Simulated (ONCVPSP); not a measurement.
**What one change does to a pseudopotential (Hf (Z = 72), ONCV)**

```
Element                 : hafnium (Hf)
Generator               : ONCVPSP 4.0.1
Type                    : optimised norm-conserving Vanderbilt (ONCV)
Functional              : PBE
Relativity              : scalar-relativistic
Frozen core             : [Kr] 4d10 4f14
Valence charge          : 12
Reference configuration : 5s2 5p6 5d2 6s1 (charge +1)
Partial waves           : 5s+6s: rc 1.70 bohr, ncon 4, nbas 9, qcut 6.4 1/bohr, 2 projectors; 5p: rc 1.75 bohr, ncon 4, nbas 8, qcut 8.1 1/bohr, 2 projectors, debl 3.7 Ha; 5d: rc 3.10 bohr, ncon 4, nbas 9, qcut 4.7 1/bohr, 2 projectors, debl 1.3 Ha
Local potential         : polynomial inside 1.25 bohr (lpopt 4, dvloc0 0 Ha)
Core correction         : polynomial model core, fcfact 0.55
```

All-electron outer shells of the reference configuration (PBE, scalar-relativistic, ld1.x):

```tsv
shell	level (eV)	outermost node (bohr)	outermost maximum (bohr)
5s	-73.94	0.55	1.01
5p	-42.51	0.60	1.16
4f	-23.76	–	0.45
6s	-10.97	1.36	2.78
5d	-9.21	0.67	1.67
```

Change: core [Xe] 4f14, valence charge 4; reference 5d2 6s1.5; waves now 6s: rc 2.70 bohr, ncon 4, nbas 7, qcut 1.9 1/bohr, 3 projectors, debl 2.1 Ha; p scattering state at 0.46 Ha: rc 2.70 bohr, ncon 4, nbas 7, qcut 2.8 1/bohr, 2 projectors, debl 2.3 Ha; 5d: rc 2.45 bohr, ncon 4, nbas 8, qcut 6.8 1/bohr, 2 projectors, debl 1 Ha; local potential polynomial inside 2.15 bohr (lpopt 5, dvloc0 0 Ha). In the p channel the program set the typed energies aside and used 0.050, 2.350 Ha.

Cutoffs: the cutoffs (Ha) at which the residual kinetic energy of the hardest occupied pseudo-wave falls to 1 and 0.1 mHa per electron; they do not see the model core or the augmentation charge, which bear on the density cutoff. Errors are all-electron minus pseudo energies relative to the spin-unpolarised reference configuration.

Question: What does the change do?

Answer: The potential gets softer (21 Ha and 25 Ha → 12 Ha and 15 Ha); neither file shows a bound ghost. The shells moved into the core no longer need plane waves of their own. Several settings change at once here, so the effects cannot be laid on one of them.

| quantity | base | changed |
| --- | --- | --- |
| cutoff, loose | 21 Ha | 12 Ha |
| cutoff, tight | 25 Ha | 15 Ha |
| bound ghosts | none | none |
| GHOST(+) flags under 300 eV | s at 206.0 eV | p at 65.7 eV, s at 98.1 eV |
| largest error over its own tests, meV | -14 | -30 |
| rms error of d²Exc/dni dnj with the model core, mHa | 1.05 | 1.01 |

Changed file: The cutoffs count occupied waves only; projector 3 of the s channel, the hardest unoccupied one, needs 32 Ha at the loose tolerance.
